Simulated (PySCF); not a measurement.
Species: C4H4Cl2F2.
Cartesian coordinates in Å at the PBE0-D3(BJ)/def2-SVP level; atoms count from 1:
```
atom  x, y, z in Å
F1    -1.6451   -1.6195   -0.4744
C2    -1.5840   -0.3186   -0.1551
F3    -2.6135    0.2842   -0.7571
Cl4   -1.7946   -0.1674    1.6049
C5    -0.2782    0.2873   -0.6247
C6     0.9237   -0.3749   -0.0452
C7     1.8838    0.2274    0.6564
Cl8    1.9076    1.9119    1.0270
H9    -0.2867    0.1780   -1.7233
H10   -0.2927    1.3603   -0.3910
H11    1.0319   -1.4520   -0.2051
H12    2.7453   -0.3132    1.0530
```

All values: CAM-B3LYP/def2-SVPD (PySCF, non-relativistic), on one gas-phase PBE0-D3(BJ)/def2-SVP geometry that isn't relaxed in the solvent. The solvent is an IEF-PCM continuum (van der Waals radii × 1.2). The model holds no explicit solvent molecules, cavitation or dispersion.

Gas phase at CAM-B3LYP/def2-SVPD: HOMO -9.08 eV, LUMO 0.47 eV, dipole 2.02 D.

Question: What does the continuum do to the energy, the frontier levels and the dipole at CAM-B3LYP/def2-SVPD in acetone and methanol?

Answer: 
```tsv
solvent	ε	E(solvent) − E(gas) (kcal/mol)	polarisation term (kcal/mol)	distortion of the solute (kcal/mol)	HOMO (eV)	LUMO (eV)	dipole (D)
acetone	20.49	-3.78	-4.31	0.53	-8.86	0.74	2.55
methanol	32.61	-3.90	-4.46	0.56	-8.85	0.74	2.57
```

Polarisation term: ½ Σ q·V over the induced surface charges. Distortion: the rise of the solute's own energy as its density leaves the gas-phase optimum. From acetone to methanol the lowering changes by a factor 1.03, Onsager's factor (ε − 1)/(2ε + 1) by 1.03 and ε itself by 1.6.

Question: Which radius a makes the point-dipole formula ΔE = −[(ε − 1)/(2ε + 1)]·μ²/a³ give the value in methanol, with the gas-phase dipole?

Answer: μ = 0.795 au and |ΔE| = 0.00621 Eh give a = 1.93 Å; the farthest nucleus lies 2.96 Å from the centroid of the nuclei, so such a sphere wouldn't even hold the nuclei. The formula assumes a rigid point dipole at the centre of a sphere.

Question: Give the dipole vector in the frame of the coordinates (D, pointing from negative to positive charge), gas and methanol.

Answer: Gas (1.80, -0.42, -0.82), solvent (2.14, -0.68, -1.26). Its length changes by +27 % and its direction by 7°.

Question: How does the static polarisability (CAM-B3LYP/def2-SVPD, frozen core, with the continuum's full static response) change?

Answer: 
```
  medium  isotropic (au)  principal values (au)  ⟨r²⟩ of the electrons (bohr²)
     gas            77.7       67.9, 71.7, 93.5                         1562.7
 acetone           102.4      91.3, 93.7, 122.3                         1563.3
methanol           103.4      92.3, 94.6, 123.3                         1563.3
```

The isotropic value in methanol is 1.33 times the gas-phase one; no cavity-field correction is applied. ⟨r²⟩ is taken about the centre of nuclear charge.

Cost: about 90 s of CPU time on one thread; the machine was shared, so the figure is rough. This is the whole response run at CAM-B3LYP/def2-SVPD in methanol, SCF included.
